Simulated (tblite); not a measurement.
Run record: tight-binding relaxation, `C[NH][Ge@H]([C]#N)[GeH2][SiH3]`.

Computed with GFN2-xTB geometry optimisation, gas phase (tblite 0.8.0). Start geometry: from a force field or distance geometry. The input is one job of a driver script: a line of settings, then coordinates in Å.

Command:
```bash
OMP_NUM_THREADS=1 python probes_run.py task.json out
```

Input:
```
{"job": {"kind": "relax", "xc": "GFN2-xTB", "basis": "xTB"}, "charge": 0, "multiplicity": 1}
C      2.070900    -1.192400     0.095900
N      1.700300     0.169400     0.496200
Ge     0.603700     0.919400    -0.792600
C      0.234700     2.732000    -0.345700
N      0.014200     3.823300    -0.048900
Ge    -1.476900    -0.279400    -0.894600
Si    -2.320600    -0.450000     1.246800
H      2.576600    -1.180300    -0.888500
H      1.160200    -1.832300     0.053500
H      2.750100    -1.629700     0.850300
H      2.579500     0.731800     0.519700
H      1.289600     0.869000    -2.176900
H     -2.480600     0.482100    -1.786400
H     -1.212700    -1.698300    -1.463900
H     -2.553400     0.903000     1.794700
H     -1.354400    -1.162400     2.109800
H     -3.588300    -1.193300     1.220600
```

Question: Estimate the output.

Answer: 
```
step      E/eV     max force
  0    -564.67796    1.199
  1    -564.71155    2.944
  2    -564.76708    1.597
  3    -564.81073    0.737
  4    -564.84880    0.446
  5    -564.88094    0.603
  6    -564.90409    0.451
  7    -564.92348    0.296
  8    -564.93657    0.328
  9    -564.94746    0.302
... (61 lines left out)
 71    -565.02837    0.019
 72    -565.02842    0.022
 73    -565.02846    0.018
 74    -565.02849    0.017
 75    -565.02851    0.011
 76    -565.02853    0.011
 77    -565.02854    0.010
 78    -565.02855    0.014
 79    -565.02857    0.013
 80    -565.02858    0.010
```

«max force» is the largest atomic force in eV/Å.

Question: From which step on does the largest force stay under 0.1 eV/Å, and how much energy is left to gain from there?

Answer: From step 35 (0.093 eV/Å), 9.0 meV above the end.

Summary of the converged run: energy lowered by 8.1 kcal/mol over 80 steps; largest atomic force 0.010 eV/Å at the end.

Question: Where do the atoms end?

Answer: 0.256 Å rms from the input after alignment:
```
atom  x, y, z in Å
C1     2.0895   -1.1913    0.1585
N2     1.7832    0.2273    0.1505
Ge3    0.5619    0.9413   -1.0103
C4     0.4015    2.7332   -0.3147
N5     0.2371    3.7920    0.0912
Ge6   -1.4928   -0.3009   -0.8221
Si7   -2.3926   -0.5193    1.3428
H8     2.8300   -1.4819   -0.5948
H9     1.1700   -1.7475   -0.0368
H10    2.4664   -1.4847    1.1409
H11    2.6213    0.7742    0.3009
H12    1.1321    1.2309   -2.4173
H13   -2.4312    0.3565   -1.8135
H14   -1.2453   -1.6131   -1.5489
H15   -2.6318    0.8099    1.9017
H16   -1.4539   -1.2542    2.1916
H17   -3.6525   -1.2604    1.2703
```

Question: How long does this job take on Arm Neoverse N1, one thread, shared host with 64 logical CPUs at a one-minute load of 60?

Answer: About 1.2 s.
Labels such as C1 count atoms from 1, the log's own numbers from 0.
